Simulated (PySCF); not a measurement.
## [Ce(NH)(H2O)2]+ at several levels of theory

Computed with PySCF 2.14.0 (density fitting, no spin-orbit coupling) at the geometry relaxed with BP86:

```xyz
9
[Ce(NH)(H2O)2]+ (singlet in the valence; each metal's 4f electrons, 1 of them, lie in its core potential, out of spins and levels)
Ce    0.2476    0.0000   -1.0492
N     1.8955   -0.0001    0.0415
H     2.7689   -0.0001    0.5913
O    -0.4255    2.2608   -0.1377
H     0.2194    2.6307    0.5005
H    -1.1462    2.9189   -0.2046
O    -0.4257   -2.2608   -0.1377
H     0.2192   -2.6307    0.5005
H    -1.1464   -2.9188   -0.2046
```

```
level                                                              basis    state  HOMO (eV)  gap (eV)  charge on Ce1 (e)  population of f-type functions on Ce1 (polarisation alone where 4f lies in the core)  dipole about the centre of mass (D)  largest force component (eV/Å)
 BP86      Ce lcecp-1-SVP with ECP47, N def2-SVP, H def2-SVP, O def2-SVP  singlet      -8.79      3.08               0.77                                                                                  0.06                                 4.60                            0.01
wB97X                                                           the same  singlet     -11.94      8.64               0.91                                                                                  0.08                                 5.40                            0.92
 BP86  Ce lcecp-1-TZVP with ECP47, N def2-TZVP, H def2-TZVP, O def2-TZVP  singlet      -8.82      3.05               1.33                                                                                  0.07                                 4.90                            0.36
```

In the lcecp rows the 4f levels are missing from HOMO and gap, and the state counts the valence alone.

Charges are Mulliken's, which hang on the basis. The relaxation used the grid (50, 194), these runs (75, 302) or, all-electron (x2c bases, spin-free X2C Hamiltonian), (99, 590).

(1) A further run in the first row's basis gives HOMO (eV) -12.17, gap (eV) 8.94, charge on Ce1 (e) 1.23, population of f-type functions on Ce1 (polarisation alone where 4f lies in the core) 0.07, dipole about the centre of mass (D) 6.20, largest force component (eV/Å) 1.89. Which level was it?
A. BLYP
B. TPSS
C. HF

An lcecp potential fixes the number of 4f electrons, so in runs with it no electron can move into or out of that shell.

Results:

(1) C. The others give HOMO -8.51 eV (BLYP); -8.67 eV (TPSS).
